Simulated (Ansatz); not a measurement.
Stepwise reaction of `[O]=[Nb]([OH])([OH])[F]` with hydrogen chloride, as a gas-phase model of exchange steps in deposition or etching. ΔE in kJ/mol; ΔG adds harmonic PBE0-D4 terms to CCSD(T)/CBS, at 1 bar.

Computed with Ansatz on PBE0-D4/def2-TZVP structures; ΔE is electronic, products minus reactants. CCSD(T)/CBS adds triple-zeta CCSD(T) − MP2 to the extrapolated MP2 energy (def2 sets, frozen cores). This one scheme is used for every species. DFT in def2-TZVPP. B3LYP here is the variant with VWN-RPA as its local correlation; programs differ in this. def2 core potentials past Kr. For Nb outer-core shells are correlated without core-valence functions, which leaves a few kJ/mol of doubt a bond. Each species was taken in one conformer, which may not be the lowest.

```tsv
step	reaction	PBE-D4	B3LYP-D4	ωB97M-V	CCSD(T)/CBS	ΔG(500 K)
2	`[O]=[Nb]([OH])([F])[Cl]` + HCl → `[O]=[Nb]([F])([Cl])[Cl]` + H₂O	-15.1	-12.7	-11.1	-18.3	-14.0
```

(1) Give the row of step 1, `[O]=[Nb]([OH])([OH])[F]` + HCl → `[O]=[Nb]([OH])([F])[Cl]` + H₂O. (Best estimate.)

(2) By hand: ΔE of the 2 steps together at CCSD(T)/CBS.

Results:

(1) The calculation gave: 
```csv
step,reaction,PBE-D4,B3LYP-D4,ωB97M-V,CCSD(T)/CBS,ΔG(500 K)
1,`[O]=[Nb]([OH])([OH])[F]` + HCl → `[O]=[Nb]([OH])([F])[Cl]` + H₂O,-24.8,-22.3,-21.6,-28.0,-22.5
```

(2) (-28.0) + (-18.3) = -46.3 kJ/mol, or -23.1 kJ/mol a step.

In ΔE each step is higher than the one before. All are downhill at CCSD(T)/CBS. ΔG lies between -22.5 and -14.0 kJ/mol a step. PBE-D4 differs from CCSD(T)/CBS by 3.2 to 3.2 kJ/mol a step. Isolated molecules leave out the surface, adducts and barriers. Largest T1 diagnostic: 0.022.
